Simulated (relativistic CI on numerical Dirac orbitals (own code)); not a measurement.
# Electric-dipole lines of Gd⁵²⁺

Calculated at this level of theory: Dirac-Coulomb-Breit CI, orbitals from a KLI potential per configuration, model QED, unscaled Slater integrals (own radial code, finite nucleus).

Configurations in the expansion (outside the closed core [Ne]): 3s2, 3s 3p, 3p2, 3s 3d, 3d2, 3p 3d, 3p 4s, 3d 4s, 3s 4s, 3s 4p, 3s 4d, 3s 4f, 3s 5s, 3s 5p, 3s 5d, 4s2. Levels of other configurations are missing.

| λ vac (Å) | Lower | Upper | A (s⁻¹) | E lower (Ry) | E upper (Ry) |
| --- | --- | --- | --- | --- | --- |
| 3.8472 | 3s 3p 3P°_1 [3] | 3s 5d 3D_2 [65] | 2.57e+13 | 9.078 | 245.941 |
| 4.0549 | 3s 3p 3P°_2 [5] | 3s 5d 3D_3 [66] | 3.14e+13 | 21.854 | 246.587 |
| 4.0965 | 3s 3p 1P°_1 [6] | 3s 5d 1D_2 [67] | 2.83e+13 | 24.210 | 246.658 |
| 5.1754 | 3s2 1S_0 [1] | 3s 4p 1P°_1 [43] | 1.45e+13 | 0.000 | 176.077 |
| 5.2268 | 3s2 1S_0 [1] | 3p 4s 3P°_1 [40] | 1.31e+13 | 0.000 | 174.344 |
| 5.3082 | 3s 3p 3P°_0 [2] | 3s 4d 3D_1 [44] | 3.13e+13 | 8.164 | 179.834 |
| 5.3346 | 3s 3p 3P°_1 [3] | 3s 4d 3D_2 [45] | 4.51e+13 | 9.078 | 179.901 |
| 5.3366 | 3s 3p 3P°_1 [3] | 3s 4d 3D_1 [44] | 1.80e+13 | 9.078 | 179.834 |
| 5.3722 | 3s2 1S_0 [1] | 3s 4p 3P°_1 [39] | 1.85e+13 | 0.000 | 169.626 |
| 5.7201 | 3s 3p 3P°_2 [5] | 3s 4d 3D_3 [46] | 5.89e+13 | 21.854 | 181.164 |
| 5.7658 | 3s 3p 3P°_2 [5] | 3s 4d 3D_2 [45] | 1.03e+13 | 21.854 | 179.901 |
| 5.8011 | 3s 3p 1P°_1 [6] | 3s 4d 1D_2 [47] | 5.26e+13 | 24.210 | 181.297 |
| 5.9710 | 3p2 1D_2 [7] | 3s 4f 1F°_3 [51] | 9.80e+12 | 32.382 | 184.998 |
| 6.0067 | 3p2 1D_2 [7] | 3s 4f 3F°_3 [49] | 7.72e+12 | 32.382 | 184.090 |
| 6.1188 | 3s 3d 3D_1 [9] | 3s 4f 3F°_2 [48] | 1.03e+14 | 35.026 | 183.955 |
| 6.1390 | 3s 3d 3D_2 [10] | 3s 4f 3F°_3 [49] | 1.01e+14 | 35.651 | 184.090 |
| 6.1446 | 3s 3d 3D_2 [10] | 3s 4f 3F°_2 [48] | 1.49e+13 | 35.651 | 183.955 |
| 6.2252 | 3s 3d 3D_3 [11] | 3s 4f 3F°_4 [50] | 1.20e+14 | 38.129 | 184.514 |
| 6.2432 | 3s 3d 3D_3 [11] | 3s 4f 3F°_3 [49] | 1.18e+13 | 38.129 | 184.090 |
| 6.2516 | 3s 3d 1D_2 [12] | 3s 4f 1F°_3 [51] | 1.06e+14 | 39.232 | 184.998 |
| 6.3551 | 3s 3p 3P°_2 [5] | 3s 4s 3S_1 [36] | 1.89e+13 | 21.854 | 165.246 |
| 12.747 | 3s 4p 3P°_2 [42] | 3s 5d 3D_3 [66] | 1.08e+13 | 175.097 | 246.587 |
| 33.762 | 3p 3d 3F°_2 [13] | 3d2 3F_2 [27] | 5.66e+11 | 43.853 | 70.844 |
| 33.924 | 3s 3p 3P°_0 [2] | 3s 3d 3D_1 [9] | 3.77e+11 | 8.164 | 35.026 |
| 34.293 | 3s 3p 3P°_1 [3] | 3s 3d 3D_2 [10] | 8.07e+11 | 9.078 | 35.651 |
| 34.571 | 3p 3d 3F°_3 [18] | 3d2 1G_4 [31] | 3.73e+11 | 48.216 | 74.575 |
| 34.601 | 3p2 3P_0 [4] | 3p 3d 3D°_1 [14] | 7.26e+11 | 19.639 | 45.975 |
| 35.139 | 3p2 1D_2 [7] | 3p 3d 3D°_2 [19] | 4.50e+11 | 32.382 | 58.315 |
| 36.600 | 3s 3p 3P°_2 [5] | 3p2 3P_2 [15] | 5.44e+11 | 21.854 | 46.753 |
| 36.644 | 3p 3d 3D°_1 [14] | 3d2 3F_2 [27] | 4.72e+11 | 45.975 | 70.844 |
| 37.025 | 3s 3d 3D_3 [11] | 3p 3d 3D°_3 [25] | 2.92e+11 | 38.129 | 62.741 |
| 37.487 | 3s 3p 3P°_0 [2] | 3p2 3P_1 [8] | 3.83e+11 | 8.164 | 32.473 |
| 37.640 | 3s2 1S_0 [1] | 3s 3p 1P°_1 [6] | 8.33e+11 | 0.000 | 24.210 |
| 39.063 | 3s 3d 3D_2 [10] | 3p 3d 3F°_3 [21] | 7.08e+11 | 35.651 | 58.979 |
| 39.103 | 3s 3p 3P°_1 [3] | 3p2 1D_2 [7] | 1.90e+11 | 9.078 | 32.382 |
| 40.391 | 3s 3d 3D_3 [11] | 3p 3d 3F°_4 [23] | 4.77e+11 | 38.129 | 60.691 |
| 40.425 | 3s 3p 1P°_1 [6] | 3p2 3P_2 [15] | 6.27e+11 | 24.210 | 46.753 |
| 40.961 | 3s 3d 1D_2 [12] | 3p 3d 3P°_2 [24] | 4.31e+11 | 39.232 | 61.479 |
| 55.992 | 3s 3p 3P°_2 [5] | 3s 3d 3D_3 [11] | 1.46e+11 | 21.854 | 38.129 |
| 56.994 | 3p2 3P_2 [15] | 3p 3d 3D°_3 [25] | 2.85e+11 | 46.753 | 62.741 |
| 58.332 | 3p2 3P_1 [8] | 3p 3d 3P°_2 [17] | 1.19e+11 | 32.473 | 48.095 |
| 58.427 | 3p 3d 3F°_3 [21] | 3d2 1G_4 [31] | 1.55e+11 | 58.979 | 74.575 |
| 60.663 | 3s 3p 1P°_1 [6] | 3s 3d 1D_2 [12] | 9.76e+10 | 24.210 | 39.232 |
| 63.255 | 3p 3d 3D°_3 [25] | 3d2 3F_4 [33] | 1.73e+11 | 62.741 | 77.148 |
| 92.510 | 3s 4s 3S_1 [36] | 3s 4p 3P°_2 [42] | 1.35e+11 | 165.246 | 175.097 |

Terms are leading LS components. Brackets give the number of a level in order of energy, since labels repeat. The list gives strong lines, with weight on those to low levels, without lines whose two gauges differ by over a factor of 2.5. Levels whose partners in the same complex of configurations lie outside the list can be far off, and so can their lines. Rates are taken at the computed energies, electric ones in the length gauge.

At this charge energies of transitions that change n are usually good to better than 1 %, and those within a shell (Δn = 0) to a few per cent.

Task: From the table, what is the radiative lifetime of 3s 4f 3F°_3?

Result: The listed rates from this level add up to about 1.21e+14 s⁻¹, 99 % of its decay; with all channels τ = 8.16e-15 s.

LS names give the leading component of a level, which can be under half, so a name can repeat, a term be missing and a line seem to break the LS rules.
